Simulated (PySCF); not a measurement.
Gas-phase reaction: 3 InH + 3 Br2 = 2 InBr3 + InH3

Computed with PySCF (xtb for GFN2) and rigid-rotor harmonic-oscillator thermochemistry at 1 bar. † marks an energy on the PBE0/def2-TZVP geometry and frequencies; other levels use their own. MP2 and CCSD(T) freeze the core. All species are closed-shell singlets. In: scalar-relativistic def2 core potential, no spin-orbit coupling. Br: all electrons, no relativistic terms. InH, InH3: computed as isolated molecules; such fragments, hydroxides, amides, oligomers or adducts are transient or little studied in the gas. MP2 isn't extrapolated to the basis-set limit; its ΔH°(298 K) is -1174.4 kJ in def2-SVP and -1099.3 kJ in def2-TZVPP. CCSD(T) isn't extrapolated to the basis-set limit; its ΔH°(298 K) is -1070.5 kJ in def2-SVP and -1048.4 kJ in def2-TZVPP. The harmonic model lacks anharmonicity and excited electronic states, which grow with temperature; levels with a mode under 35 cm⁻¹ are left out. Soft modes under 120 cm⁻¹ make the harmonic entropy rough for InBr3.

```tsv
level	ΔE electronic, kJ	ΔH°(298 K), kJ	ΔS°(298 K), J/K	ΔG°(1400 K), kJ
BLYP/def2-TZVP†	-875	-856	-379	-342
CCSD(T)/def2-SVP†	-1090	-1070	-379	-556
GFN2-xTB	-723	-703	-369	-203
MP2/def2-SVP†	-1193	-1174	-379	-660
MP2/def2-TZVPP†	-1118	-1099	-379	-585
PBE0/def2-TZVP	-1045	-1026	-379	-512
LDA/def2-TZVP†	-1076	-1057	-379	-543
```
ΔH° is lowest at MP2/def2-SVP† and highest at GFN2-xTB. No reference value is set beside these.
